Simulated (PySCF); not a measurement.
Computed IR spectrum (relative IR intensity) of a molecule CH₈FNSi₂. The structure is a stationary point at PBE-D3(BJ)/def2-SVP. One conformer was computed; it need not be the lowest. These are PySCF with PBE-D3(BJ)/def2-SVP values and carry that method's errors. Frequencies are harmonic and unscaled.

Lines under 2 % of the strongest are left out, and lines within 2 cm⁻¹ are merged.

ν (cm⁻¹): 166 (vw), 235 (m), 297 (vw), 351 (w), 499 (m), 511 (vs), 577 (w), 621 (w), 685 (vw), 734 (s), 801 (s), 810 (m), 835 (m), 875 (m), 893 (m), 913 (m), 997 (m), 1192 (vw), 1243 (vw), 1398 (vw), 1499 (w), 2130 (s), 2143 (m), 2152 (s), 2162 (s), 2956 (w), 3022 (w), 3461 (w), 3561 (w) (against the strongest line: vs over 80 %, s over 45 %, m over 15 %, w over 4 %, vw less)

Task: Which structure fits?
A) F[SiH2]CN[SiH3]
B) N[C@H]([SiH3])[SiH2]F
C) N[SiH2][C@H](F)[SiH3]
D) N[SiH2][SiH2]CF

Result: D, N[SiH2][SiH2]CF
